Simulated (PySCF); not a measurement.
AlH₄, charge -1. Atoms are numbered in the order given.

```xyz
5

Al     0.0000     0.0000     0.0000
H      0.9506     0.9506     0.9506
H     -0.9506     0.9506    -0.9506
H     -0.9506    -0.9506     0.9506
H      0.9506    -0.9506    -0.9506
```
Charge -1, spin multiplicity 1.

Geometry: PBE0-D3(BJ)/def2-TZVPD. The isomer is the one that the SMILES or the coordinates give; other isomers of the formula were not compared.

Method: PySCF with C-PCM-B3LYP/def2-TZVPD.

The values are the electrostatic part of the solvation free energy, E(continuum) − E(gas) at the gas-phase geometry, in a cavity of scaled van der Waals radii (PySCF's table); cavitation and dispersion terms are not included. A continuum can't describe solvent molecules that bind to the metal. In vacuum the orbital gap is 5.99 eV.

Computed values in water (ε = 78.36), diethylether (ε = 4.24), dichloromethane (ε = 8.93):
| solvent | ε | ΔG(elec) (kcal/mol) | gap (eV) |
|---|---|---|---|
| water | 78.36 | -57.1 | 7.63 |
| diethylether | 4.24 | -44.0 | 7.28 |
| dichloromethane | 8.93 | -51.2 | 7.47 |
